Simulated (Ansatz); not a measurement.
Input for Ansatz (a program for electronic structure): R-wB97M-V/def2-TZVPP on H11NO3Si4 (SMILES N[Si](O[SiH3])(O[SiH3])O[SiH3]).

Ansatz 0.2 input:
```yaml
crystal:
  periodic: [false, false, false]
  atoms:
    - {symbol: N, position_ang: [0.49497919, 2.48511068, 0.49242565]}
    - {symbol: Si, position_ang: [0.35230080, 0.82071935, 0.16465063]}
    - {symbol: O, position_ang: [1.70636807, 0.11595344, -0.46901549]}
    - {symbol: Si, position_ang: [2.01911387, -1.07175616, -1.59545812]}
    - {symbol: O, position_ang: [-0.82675806, 0.53457562, -0.95917335]}
    - {symbol: Si, position_ang: [-2.48546009, 0.58592205, -1.09222817]}
    - {symbol: O, position_ang: [-0.02112867, 0.09177224, 1.59527337]}
    - {symbol: Si, position_ang: [-0.05575402, -1.40919938, 2.31123486]}
    - {symbol: H, position_ang: [0.82291439, 2.78193223, 1.40532382]}
    - {symbol: H, position_ang: [0.76694766, 3.13658457, -0.23574223]}
    - {symbol: H, position_ang: [1.12178130, -2.24507208, -1.38458591]}
    - {symbol: H, position_ang: [3.43408447, -1.49938525, -1.42674170]}
    - {symbol: H, position_ang: [1.82405713, -0.55040904, -2.97792474]}
    - {symbol: H, position_ang: [-3.03432526, 1.77302033, -0.37615779]}
    - {symbol: H, position_ang: [-3.08208538, -0.65237951, -0.51518333]}
    - {symbol: H, position_ang: [-2.83125783, 0.67192578, -2.53668426]}
    - {symbol: H, position_ang: [1.10959609, -2.22653826, 1.86558664]}
    - {symbol: H, position_ang: [-1.31556811, -2.11813942, 1.94775794]}
    - {symbol: H, position_ang: [0.00039444, -1.22473720, 3.78634217]}
basis:
  gaussian:
    orbitals: def2-TZVPP
hamiltonian:
  xc: {name: wB97M-V}
scf: {lower_state_search: off}
```

Problem. What total energy does the run end on?

Solution. -1445.3170 hartree.

Problem. How many basis functions does it have, and what does it roughly cost on one machine?

Solution. 446 functions; about 60 core-seconds (a rough figure).
